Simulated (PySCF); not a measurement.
Sn(F)3(SiH3) (F3H3SiSn), SMILES [SiH3][Sn]([F])([F])[F].

Coordinates come from a B3LYP-D3(BJ)/def2-SVP optimisation. The structure was generated by enumeration; whether it is a known compound was not checked. The def2 effective core potentials stand for the cores of Sn; spin–orbit coupling is left out.

Computed with PBE0/def2-TZVP run with PySCF.

Symmetry labels are those of the subgroup Cs that the program uses (full group C3v).

Computed valence orbital energies around the gap with their symmetry:
| orbital | symmetry | energy (eV) |
|---|---|---|
| HOMO−7 | A' | -11.42 |
| HOMO−6 | A" | -11.42 |
| HOMO−5 | A' | -11.26 |
| HOMO−4 | A" | -11.26 |
| HOMO−3 | A' | -11.05 |
| HOMO−2 | A" | -11.05 |
| HOMO−1 | A" | -10.99 |
| HOMO | A' | -9.67 |
| LUMO | A' | -2.27 |
| LUMO+1 | A' | -1.27 |
| LUMO+2 | A" | -1.27 |
| LUMO+3 | A' | 0.01 |
